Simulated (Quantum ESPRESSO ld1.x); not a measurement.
The mean radii <r> (bohr) of the occupied orbitals of an atom or ion are listed with their occupations. All-electron calculation, Dirac Kohn-Sham, BLYP, spin-unpolarised, spherical densities, point nucleus. Program: ld1.x of Quantum ESPRESSO 7.5.

orbital  occ.      <r>
1s1/2       2  0.02363
2s1/2       2   0.1004
2p1/2       2  0.08419
2p3/2       4  0.09060
3s1/2       2   0.2650
3p1/2       2   0.2546
3p3/2       4   0.2668
3d3/2       4   0.2379
3d5/2       6   0.2417
4s1/2       2   0.5778
4p1/2       2   0.5856
4p3/2       4   0.6074
4d3/2       2   0.6213
4d5/2       3   0.6278
5s1/2       1    1.088

Name the element and its charge. Open shells, if any, are shared by 2j + 1.

Answer. Z = 60, neodymium, charge +18: Nd18+ in [Kr] 4d5 5s1. The 1s radius gives Z: for a bare nucleus <r> = (2 gamma + 1)/(2Z) with gamma = sqrt(1 - (Z/c)^2), 0.02332 bohr for Z = 60, and screening makes it slightly larger (0.02363 here). The occupations add up to 42, and the charge is Z minus that.
